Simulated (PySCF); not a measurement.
# Fractional electron number in Pr (praseodymium, neutral)

The 6s beta orbital of [Xe] 4f3 6s2 is emptied in steps (occupation f), with all orbitals relaxed, ending at [Xe] 4f3 6s1. All numbers are calculated (PySCF 2.14, a scalar-relativistic core potential, in def2-TZVP with the def2 core potential (28 electrons) (10s7p5d4f1g, 93 functions)). The exact energy is a straight line in f; departures are measured from the line between the end points of the same method.

```json
{"f": "1", "UHF (eV)": "0.000", "LDA (eV)": "0.000", "PBE (eV)": "0.000"}
{"f": "0.9", "UHF (eV)": "0.014", "LDA (eV)": "-0.196", "PBE (eV)": "-0.189"}
{"f": "0.7", "UHF (eV)": "0.031", "LDA (eV)": "-0.459", "PBE (eV)": "-0.445"}
{"f": "0.5", "UHF (eV)": "0.035", "LDA (eV)": "-0.548", "PBE (eV)": "-0.534"}
{"f": "0.3", "UHF (eV)": "0.027", "LDA (eV)": "-0.461", "PBE (eV)": "-0.450"}
{"f": "0.1", "UHF (eV)": "0.011", "LDA (eV)": "-0.198", "PBE (eV)": "-0.190"}
{"f": "0", "UHF (eV)": "0.000", "LDA (eV)": "0.000", "PBE (eV)": "0.000"}
```

Task: For LDA, how does the orbital energy at f = 1 compare with the removal energy?

Result: −ε = 3.498 eV against a total-energy difference of 5.664 eV. By Janak's theorem ε = ∂E/∂f, so the gap between them reflects the curvature. Along the path −ε is 3.921 (f = 0.9), 4.782 (f = 0.7), 5.658 (f = 0.5), 6.538 (f = 0.3), 7.421 (f = 0.1) eV.

```tsv
method	E(f=0) − E(f=1) (eV)	−ε at f=1 (eV)	−ε at f=0.5 (eV)
UHF	4.482	4.649	4.470
LDA	5.664	3.498	5.658
PBE	5.457	3.360	5.440
```

Reference removal energy between the ground levels: 5.470 eV (semi-empirical (NIST evaluation); NIST Atomic Spectra Database, ionization energies). The calculation has no spin-orbit coupling. UHF lacks correlation.
